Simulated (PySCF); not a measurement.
Planning an excited-state job on `C=[CH][GeH2][GeH2][GeH3]`.

Method: TDDFT PBE0/def2-SVPD, vertical, gas phase, core orbitals frozen in the response (PySCF 2.14.0, density-fitted response routines). Geometry: GFN2-xTB. Work: 8 singlets by full TDDFT, 3 Tamm–Dancoff triplets, polarisability, density fitting. The command runs a driver script over a list of jobs; the input below is this job's line of settings and its coordinates in Å.

Command:
```bash
OMP_NUM_THREADS=1 python probes_run.py task.json out
```

Input:
```
{"job": {"kind": "uv", "xc": "PBE0", "basis": "def2-SVPD", "nstates": 8, "ntriplets": 3}, "charge": 0, "multiplicity": 1}
C     -1.231900     1.740602    -0.476901
C     -2.056638     0.774299    -0.111058
Ge    -1.498472    -1.046912     0.326451
Ge     0.844007    -1.462178     0.039770
Ge     2.392402     0.336972     0.237424
H     -0.163884     1.574034    -0.559249
H     -1.566208     2.739538    -0.714385
H     -3.117717     0.984409    -0.044044
H     -1.957780    -1.338343     1.738602
H     -2.339498    -1.990249    -0.504546
H      1.271620    -2.549193     1.002029
H      1.070407    -2.137994    -1.296184
H      3.787796    -0.106613     0.564089
H      2.033914     1.329340     1.306984
H      2.527539     1.160278    -1.012930
```

Hardware: one thread of an Arm Neoverse V2, shared host with 96 logical CPUs at a one-minute load of 34. PySCF's memory limit was set to 1280 MB.

Question: How large is the basis?

Answer: 234 functions for 118 electrons, with 1187 fitting functions; the fitted three-index integrals, 1187 × 234 × 235/2 numbers of 8 bytes, come to 250 MiB.

Question: How long does the run take?

Answer: About 49 s. The SCF took 11 cycles.

Question: How much memory does it need at the peak?

Answer: About 0.92 GiB. Peak memory is the resident size of the whole Python process, interpreter and libraries included.

Question: At this speed, how long would 1000 such jobs take on 64 cores, one job a core?

Answer: 1000/64 gives 16 rounds of 49 s, about 13 min of wall time and 14 core-hours, if the jobs don't slow each other.

Times come from a shared host and carry two figures at best.

The run converged: HOMO -8.00 eV, LUMO -0.39 eV; lowest singlet 6.47 eV; lowest triplet 4.38 eV (Tamm–Dancoff); mean polarisability 122.2 au.
